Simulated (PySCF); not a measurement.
# A small calculation by hand: refractive index and permittivity of the vapour

GaH₂, SMILES [GaH2], multiplicity 2.

Geometry optimised at B3LYP-D3(BJ)/def2-TZVPD. The spin state was assumed, not searched. The isomer is the one that the SMILES or the coordinates give; other isomers of the formula were not compared.

B3LYP/def2-TZVPD (PySCF) gives a mean static polarisability of 40.7 bohr³ and a dipole moment of 0.32 D. Take an ideal gas at 298.15 K and 0.1 bar, whether or not the substance is that volatile.

### Question
Work out n − 1 in the optical limit and the static ε − 1.

### Answer

Polarisability volume α' = 40.7 × 0.148185 = 6.03 Å³. Number density N = p/kT = 2.43e-6 Å⁻³.
Dilute limit of Lorentz–Lorenz: n − 1 = 2π N α' = 9.2e-5.
Orientation term of Debye: μ²/(3kT) = 8.098 Å³ × μ²(D²) = 0.83 Å³.
ε − 1 = 4π N (α' + μ²/3kT) = 0.00021. Orientation of the dipole supplies 12 % of the static response; it can't follow optical fields. Vibrational polarisation and dispersion are left out.
